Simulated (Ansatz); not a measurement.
CH₆N₂Si, SMILES `N/C=N/[SiH3]`, relaxed with RKS PBE-D4/def2-SVP in the Gaussian-basis code of Ansatz from a rough embedded geometry. The force threshold is 0.03 eV/Å; the program also tests the step.

Total charge 0; spin multiplicity 1.

Start:

```xyz
10

N    -0.748    1.851    0.497
C    -0.079    0.771    0.258
N    -0.665   -0.293   -0.135
Si    0.457   -1.690   -0.301
H    -0.341    2.789    0.267
H    -1.758    1.828    0.166
H     1.022    0.903    0.451
H     1.460   -1.286   -1.315
H    -0.408   -2.858   -0.824
H     1.060   -2.015    0.936
```

```csv
step,energy (eV),largest force (eV/Å),largest move (Å)
1,-11977.3982,3.988,0.000
2,-11977.8005,1.443,0.133
3,-11977.8697,0.496,0.091
4,-11977.9009,0.732,0.200
5,-11977.9256,0.454,0.200
6,-11977.9385,0.178,0.047
7,-11977.9628,0.248,0.200
8 (rejected),-11977.9586,0.602,0.194
9,-11977.9724,0.262,0.097
10,-11977.9773,0.194,0.098
11,-11977.9794,0.056,0.034
12,-11977.9796,0.011,0.016
```

End:

```xyz
10

N    -0.820    1.953    0.383
C    -0.071    0.869    0.042
N    -0.468   -0.342    0.201
Si    0.459   -1.753   -0.221
H    -0.479    2.901    0.239
H    -1.748    1.808    0.784
H     0.922    1.167   -0.389
H     1.809   -1.410   -0.827
H    -0.301   -2.592   -1.213
H     0.697   -2.600    1.001
```

Run time 9 s (2 threads of an Intel Xeon 6975P-C on a shared host); peak host memory 0.14 GiB.
